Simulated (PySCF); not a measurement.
# Basis-set dependence of population analyses: `SCc1ccco1`

Species: C₅H₆OS.
Geometry (PBE0-D3(BJ)/def2-SVP, Å), atoms numbered from 1 in this order:
```xyz
13
C5H6OS angstrom
S      2.723    0.741    0.562
C      1.697   -0.556   -0.230
C      0.242   -0.324   -0.129
C     -0.757   -0.906    0.598
C     -1.956   -0.196    0.274
C     -1.590    0.761   -0.622
O     -0.265    0.689   -0.871
H      2.295    1.746   -0.232
H      1.955   -1.486    0.293
H      2.007   -0.668   -1.280
H     -0.647   -1.741    1.287
H     -2.958   -0.377    0.657
H     -2.137    1.534   -1.156
```

PBE0 throughout (PySCF), one geometry, spherical d and f functions. One conformer (not necessarily the lowest) at the PBE0-D3(BJ)/def2-SVP geometry, without solvent, vibrations or thermal averaging. The first 7 of 12 kinds of atom are listed.

Mulliken charges (e):

```csv
basis,functions,S1,C2,C3,C4,C5,C6,O7
STO-3G,45,+0.086,-0.236,+0.080,-0.127,-0.124,-0.005,-0.141
pcSseg-0,79,-0.019,-0.761,+0.252,-0.207,-0.316,+0.119,-0.627
6-31G,79,+0.058,-0.668,+0.295,-0.163,-0.242,+0.086,-0.507
6-31G*,114,-0.066,-0.598,+0.359,-0.235,-0.232,+0.059,-0.430
cc-pVDZ,132,-0.105,-0.139,+0.117,-0.067,-0.040,+0.099,-0.189
def2-SVP,132,-0.101,-0.091,+0.088,-0.076,-0.065,+0.122,-0.245
pcSseg-1,156,-0.120,-0.267,+0.165,-0.167,-0.157,+0.149,-0.387
aug-cc-pVDZ,219,+0.114,-0.131,+0.285,+0.839,+0.656,+0.264,-0.609
"6-311+G(2d,p)",233,-0.262,-0.425,+0.581,-0.338,-0.121,+0.011,-0.270
def2-TZVP,259,-0.225,-0.242,+0.232,-0.240,-0.137,-0.041,-0.208
cc-pVTZ,298,-0.156,-0.193,+0.164,-0.201,-0.169,-0.038,-0.142
IGLO-III,314,+0.110,-0.512,+0.324,-0.159,-0.115,+0.037,-0.262
```

IAO charges (e):

| basis | functions | S1 | C2 | C3 | C4 | C5 | C6 | O7 |
| --- | --- | --- | --- | --- | --- | --- | --- | --- |
| STO-3G | 45 | +0.086 | -0.370 | +0.071 | -0.196 | -0.197 | -0.048 | -0.098 |
| pcSseg-0 | 79 | -0.085 | -0.363 | +0.137 | -0.216 | -0.217 | -0.004 | -0.228 |
| 6-31G | 79 | -0.093 | -0.353 | +0.140 | -0.217 | -0.214 | -0.016 | -0.231 |
| 6-31G* | 114 | -0.066 | -0.346 | +0.158 | -0.215 | -0.212 | +0.008 | -0.242 |
| cc-pVDZ | 132 | -0.071 | -0.344 | +0.161 | -0.222 | -0.216 | +0.004 | -0.237 |
| def2-SVP | 132 | -0.062 | -0.340 | +0.161 | -0.218 | -0.213 | +0.007 | -0.237 |
| pcSseg-1 | 156 | -0.069 | -0.344 | +0.158 | -0.222 | -0.217 | +0.004 | -0.244 |
| aug-cc-pVDZ | 219 | -0.084 | -0.345 | +0.164 | -0.228 | -0.222 | +0.002 | -0.244 |
| 6-311+G(2d,p) | 233 | -0.073 | -0.352 | +0.164 | -0.227 | -0.221 | +0.003 | -0.246 |
| def2-TZVP | 259 | -0.067 | -0.354 | +0.167 | -0.228 | -0.221 | +0.005 | -0.247 |
| cc-pVTZ | 298 | -0.074 | -0.352 | +0.166 | -0.228 | -0.221 | +0.004 | -0.245 |
| IGLO-III | 314 | -0.065 | -0.355 | +0.166 | -0.230 | -0.222 | +0.002 | -0.247 |

Hirshfeld charges (e):

```
        basis  functions      S1      C2      C3      C4      C5      C6      O7
       STO-3G         45  -0.016  -0.009  +0.025  -0.080  -0.073   0.000  -0.031
     pcSseg-0         79  -0.071  -0.059  +0.043  -0.090  -0.088  +0.001  -0.064
        6-31G         79  -0.093  -0.053  +0.045  -0.088  -0.086  +0.001  -0.083
       6-31G*        114  -0.100  -0.052  +0.048  -0.088  -0.087  +0.003  -0.072
      cc-pVDZ        132  -0.071  -0.069  +0.046  -0.091  -0.090  -0.001  -0.049
     def2-SVP        132  -0.062  -0.072  +0.048  -0.093  -0.090  +0.001  -0.056
     pcSseg-1        156  -0.068  -0.075  +0.049  -0.090  -0.089  +0.004  -0.066
  aug-cc-pVDZ        219  -0.054  -0.086  +0.044  -0.091  -0.091  +0.003  -0.072
6-311+G(2d,p)        233  -0.058  -0.082  +0.040  -0.090  -0.090  +0.003  -0.074
    def2-TZVP        259  -0.062  -0.081  +0.045  -0.091  -0.091  +0.002  -0.069
      cc-pVTZ        298  -0.065  -0.080  +0.048  -0.091  -0.090  +0.002  -0.063
     IGLO-III        314  -0.044  -0.086  +0.043  -0.093  -0.091  +0.002  -0.073
```

Which scheme is steadiest as the basis changes?

Largest range over the bases for any column: Hirshfeld 0.08 e, IAO 0.18 e, Mulliken 1.18 e. Hirshfeld charges move least and Mulliken charges most, counted in e. Without the minimal STO-3G basis the ranges are Hirshfeld 0.06, IAO 0.03, Mulliken 1.18 e.

How much do the charges still move between the two largest bases, cc-pVTZ and IGLO-III?

At most, over all atoms: Mulliken 0.319 e, IAO 0.009 e, Hirshfeld 0.021 e.

What do the same runs give for the total energy, the frontier levels and the dipole moment?

```
        basis  energy (Eh)  HOMO (eV)  LUMO (eV)  μ (D)
       STO-3G    -659.3298      -3.57       3.23   0.75
     pcSseg-0    -665.9920      -6.76      -0.14   2.08
        6-31G    -666.9483      -6.50       0.08   2.14
       6-31G*    -667.0554      -6.26       0.16   1.79
      cc-pVDZ    -667.1041      -6.34       0.09   1.51
     def2-SVP    -666.7642      -6.43       0.06   1.47
     pcSseg-1    -667.0331      -6.54      -0.14   1.63
  aug-cc-pVDZ    -667.1214      -6.50      -0.28   1.59
6-311+G(2d,p)    -667.1694      -6.49      -0.29   1.58
    def2-TZVP    -667.1949      -6.46      -0.17   1.52
      cc-pVTZ    -667.1923      -6.44      -0.12   1.54
     IGLO-III    -667.1965      -6.45      -0.16   1.34
```

The dipole is fixed by the density alone, so its range of 1.39 D shows that the density itself changes with the basis, not only its division among atoms.
